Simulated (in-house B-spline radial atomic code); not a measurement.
## RPA and G0W0 on SCAN: neutral phosphorus

Configuration [Ne] 3s2 3p3, highest spin, mean-field start SCAN. Computed with an all-electron radial atomic-structure program (B-spline basis): all electrons, non-relativistic, point nucleus, each spin shell either full or empty, empty states to l = 9 with an (l + 1/2)⁻⁴ tail; G0W0 by contour deformation at full frequency.

Command:
```bash
python run_gw.py task.json out
```
Settings (radii: box in bohr, nucleus in fm):
```
Z                        15
electrons                15
configuration            [Ne] 3s2 3p3
hamiltonian              nr
method                   scan,scan
lmax                     9
spin_polarised           True
box_radius               40
intervals                52
```

Cost of the run: 2.2 s on 1 thread of Arm Neoverse N1, with other jobs on the host.

Energies (hartree):

```csv
term,value
mean-field total,-341.30062
Hartree-Fock functional on these orbitals,-340.71359
direct second order,-0.97625
second-order exchange,0.35893
SOSEX correction,0.31888
```

**Question.** What is the RPA correlation energy, and what remains with SOSEX?

**Answer.** RPA gives -0.83569 hartree (-1.52 eV per electron); RPA + SOSEX gives -0.51681, and the second-order doubles -0.61732 hartree (no singles). RPA lacks exchange-type terms and so overcorrelates at short range.

Quasi-particle levels (eV):

```
  level  occupied  mean field  Σx - vxc     Σc  QP weight    G0W0
  3p up       yes      -6.697     -3.85      ?          ?       ?
3p down        no      -3.270      5.45  -2.84      0.862  -0.660
```

G0W0 = mean field + (Σx - vxc) + Σc, with Σc (partial-wave tail included) taken at the quasi-particle energy. Only the outer levels were computed. Levels of low weight are left out.

**Question.** Where does G0W0 put 3p up?

**Answer.** At -10.312 eV, with Σc = 0.24 eV and a quasi-particle weight of 0.845. The tabulated removal energy is 10.487 eV (NIST, measured); the calculation leaves out relativity, Breit and QED terms, and what these don't explain is the method's own error.
